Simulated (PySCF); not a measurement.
C₆, SMILES c1c#cc#cc#1.

Geometry optimised at r2SCAN-D4/def2-SVP. The geometry has at least one imaginary mode, so it is a saddle point at that level.

The numbers are results of PySCF with TDDFT-ωB97X/def2-SVPD, not measurements.

Vertical excitations; the highest root listed may be one member of a degenerate set. The molecule is in vacuum. State labels are in the subgroup D2h.

Computed lowest excited states:
| state | symmetry | energy (eV) | λ (nm) | f | main pairs |
|---|---|---|---|---|---|
| S1 | Au | 3.33 | 372 | 0.000 | HOMO−2→LUMO (degenerate set) |
| S2 | B1u | 3.33 | 372 | 0.000 | HOMO−3→LUMO (degenerate set) |
| S3 | Ag | 3.41 | 364 | 0.000 | HOMO→LUMO (degenerate set) |
| S4 | B1g | 3.41 | 364 | 0.000 | HOMO−1→LUMO (degenerate set) |
| S5 | B2g | 3.74 | 332 | 0.000 | HOMO−2→LUMO+2 45 %, HOMO−3→LUMO+1 45 %, HOMO−5→LUMO 8 % |
| S6 | B2u | 3.84 | 323 | 0.000 | HOMO−1→LUMO+1 50 %, HOMO→LUMO+2 50 % |
| S7 | B3u | 4.25 | 292 | 0.000 | HOMO→LUMO+1 43 %, HOMO−1→LUMO+2 43 % |
| S8 | B2g | 4.26 | 291 | 0.000 | HOMO−3→LUMO+1, HOMO−2→LUMO+2 (degenerate set) |
| S9 | B3g | 4.26 | 291 | 0.000 | HOMO−3→LUMO+2, HOMO−2→LUMO+1 (degenerate set) |
| S10 | B3g | 4.33 | 286 | 0.000 | HOMO−2→LUMO+1 51 %, HOMO−3→LUMO+2 49 % |
| T1 | Ag | 1.86 | 666 | 0 | HOMO→LUMO (degenerate set) |
| T2 | B1g | 1.86 | 666 | 0 | HOMO−1→LUMO (degenerate set) |
| T3 | B3u | 1.90 | 652 | 0 | HOMO→LUMO+1 41 %, HOMO−1→LUMO+2 41 %, HOMO−4→LUMO 14 % |
| T4 | Au | 2.75 | 451 | 0 | HOMO−2→LUMO 95 % |
Triplets are in the Tamm–Dancoff approximation, which puts them higher than full response would, so one can lie above its singlet here.
